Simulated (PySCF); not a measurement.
Ca (calcium, neutral) across methods

[Ar] 3d2, high-spin 3F determinant (an excited configuration). Computed with PySCF 2.14 in x2c-TZVPPall, with the spin-free X2C one-electron Hamiltonian (Gaussian nucleus). The B2PLYP total includes its PT2 part (frozen core); its orbital energies are those of the SCF part.

```json
{"method": "PBE0", "E (hartree)": "-680.082", "mean ε 3p α (eV)": "-26.823", "mean ε 3p β (eV)": "-26.010", "mean ε 3d α (eV)": "-0.775", "Σ⟨r²⟩ (bohr²)": "44.38", "⟨S²⟩": "2.000"}
{"method": "r2SCAN", "E (hartree)": "-680.224", "mean ε 3p α (eV)": "-25.156", "mean ε 3p β (eV)": "-24.391", "mean ε 3d α (eV)": "-0.178", "Σ⟨r²⟩ (bohr²)": "44.25", "⟨S²⟩": "2.000"}
{"method": "LDA", "E (hartree)": "-678.395", "mean ε 3p α (eV)": "-24.368", "mean ε 3p β (eV)": "-23.738", "mean ε 3d α (eV)": "-0.149", "Σ⟨r²⟩ (bohr²)": "44.24", "⟨S²⟩": "2.000"}
{"method": "B2PLYP", "E (hartree)": "-680.030", "mean ε 3p α (eV)": "-29.219", "mean ε 3p β (eV)": "-28.255", "mean ε 3d α (eV)": "-1.234", "Σ⟨r²⟩ (bohr²)": "44.76", "⟨S²⟩": "2.000"}
{"method": "PBE", "E (hartree)": "-680.051", "mean ε 3p α (eV)": "-24.403", "mean ε 3p β (eV)": "-23.759", "mean ε 3d α (eV)": "-0.197", "Σ⟨r²⟩ (bohr²)": "44.59", "⟨S²⟩": "2.000"}
{"method": "wB97M-V", "E (hartree)": "-680.202", "mean ε 3p α (eV)": "-28.904", "mean ε 3p β (eV)": "-28.125", "mean ε 3d α (eV)": "-2.169", "Σ⟨r²⟩ (bohr²)": "43.34", "⟨S²⟩": "2.000"}
{"method": "LC-wPBE", "E (hartree)": "-680.096", "mean ε 3p α (eV)": "-29.266", "mean ε 3p β (eV)": "-28.439", "mean ε 3d α (eV)": "-2.479", "Σ⟨r²⟩ (bohr²)": "42.94", "⟨S²⟩": "2.001"}
{"method": "UHF", "E (hartree)": "-679.40109", "mean ε 3p α (eV)": "-33.465", "mean ε 3p β (eV)": "-32.267", "mean ε 3d α (eV)": "-2.134", "Σ⟨r²⟩ (bohr²)": "46.03", "⟨S²⟩": "2.001"}
{"method": "M06", "E (hartree)": "-680.233", "mean ε 3p α (eV)": "-27.029", "mean ε 3p β (eV)": "-26.369", "mean ε 3d α (eV)": "-0.534", "Σ⟨r²⟩ (bohr²)": "45.41", "⟨S²⟩": "2.000"}
```
